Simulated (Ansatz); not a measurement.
Consider the ligand exchange at the Al–C bond: `[AlH2][CH]1C[SiH2]1` + `O=CN[SiH3]` → `O=C[N]([AlH2])[SiH3]` + `C1C[SiH2]1`.

Computed with Ansatz on PBE0-D4/def2-TZVP structures; ΔE is electronic, products minus reactants. CCSD(T)/CBS adds triple-zeta CCSD(T) − MP2 to the extrapolated MP2 energy (def2 sets, frozen cores). Functionals use def2-TZVPP. B3LYP here is the variant with VWN-RPA as its local correlation; programs differ in this. Each species was taken in one conformer, which may not be the lowest.

`[AlH2][CH]1C[SiH2]1`:

```xyz
11

Al   -0.155   -0.776    1.717
C    -0.493    0.464    0.301
C     0.535    1.187   -0.575
Si   -0.005   -0.417   -1.298
H     1.341   -1.215    2.026
H    -1.391   -1.424    2.472
H    -1.509    0.851    0.228
H     1.545    1.264   -0.184
H     0.197    2.101   -1.054
H    -0.967   -0.452   -2.417
H     0.903   -1.582   -1.215
```

`O=CN[SiH3]`:

Z-matrix (Å, degrees):
```
Si
N 1 1.760
H 1 1.480 2 110.9
H 1 1.485 2 103.9 3 118.2
H 1 1.480 2 110.9 3 -123.5
C 2 1.356 1 119.0 3 61.8
H 2 1.007 1 123.5 3 -118.3
O 6 1.210 2 122.5 1 0.0
H 6 1.105 2 114.9 1 180.0
```

`O=C[N]([AlH2])[SiH3]`:

```xyz
11

O     1.742    1.359   -0.748
C     0.552    1.154   -0.840
N    -0.093    0.158   -0.152
Al   -1.878   -0.119   -0.312
Si    1.035   -0.762    0.861
H    -0.092    1.769   -1.495
H    -2.638    0.855   -1.294
H    -2.522   -1.287    0.524
H     1.652    0.099    1.896
H     2.063   -1.442    0.041
H     0.179   -1.783    1.520
```

`C1C[SiH2]1`:

Cartesian coordinates in Å:
```
C -0.159 0.816 0.486
C 0.783 0.151 -0.539
Si -0.598 -0.925 0.051
H -0.778 1.626 0.115
H 0.265 1.026 1.462
H 0.751 0.546 -1.549
H 1.794 -0.052 -0.202
H -0.311 -2.007 1.017
H -1.748 -1.181 -0.841
```

```json
{"level": "PBE-D4", "ΔE (kJ/mol)": "-55.3", "difference from CCSD(T)/CBS": "9.5"}
{"level": "PBE0-D4", "ΔE (kJ/mol)": "-57.9", "difference from CCSD(T)/CBS": "6.9"}
{"level": "ωB97X-V", "ΔE (kJ/mol)": "-65.7", "difference from CCSD(T)/CBS": "-0.9"}
{"level": "ωB97M-V", "ΔE (kJ/mol)": "-64.9", "difference from CCSD(T)/CBS": "-0.1"}
{"level": "B2PLYP", "ΔE (kJ/mol)": "-66.4", "difference from CCSD(T)/CBS": "-1.6"}
{"level": "PBE", "ΔE (kJ/mol)": "-54.5", "difference from CCSD(T)/CBS": "10.3"}
{"level": "r2SCAN", "ΔE (kJ/mol)": "-59.7", "difference from CCSD(T)/CBS": "5.1"}
{"level": "PBE0", "ΔE (kJ/mol)": "-57.2", "difference from CCSD(T)/CBS": "7.6"}
{"level": "B3LYP", "ΔE (kJ/mol)": "-64.3", "difference from CCSD(T)/CBS": "0.5"}
{"level": "HF/def2-TZVPP", "ΔE (kJ/mol)": "-72.1", "difference from CCSD(T)/CBS": "-7.3"}
{"level": "MP2/def2-TZVPP", "ΔE (kJ/mol)": "-66.9", "difference from CCSD(T)/CBS": "-2.1"}
{"level": "CCSD/def2-TZVPP", "ΔE (kJ/mol)": "-68.7", "difference from CCSD(T)/CBS": "-3.9"}
{"level": "HF/def2-QZVPP", "ΔE (kJ/mol)": "-72.4", "difference from CCSD(T)/CBS": "-7.6"}
{"level": "SCS-MP2/def2-QZVPP", "ΔE (kJ/mol)": "-68.0", "difference from CCSD(T)/CBS": "-3.2"}
{"level": "MP2/CBS(def2)", "ΔE (kJ/mol)": "-64.3", "difference from CCSD(T)/CBS": "0.5"}
{"level": "CCSD/CBS(def2)", "ΔE (kJ/mol)": "-66.1", "difference from CCSD(T)/CBS": "-1.3"}
{"level": "CCSD(T)/CBS", "ΔE (kJ/mol)": "-64.8", "difference from CCSD(T)/CBS": "0"}
```

Largest T1 diagnostic among the species: 0.015.

In def2-TZVPP, CCSD(T) changes the Hartree–Fock value by +4.6 kJ/mol (the triples alone add +1.3 kJ/mol) and MP2 by +5.2 kJ/mol.
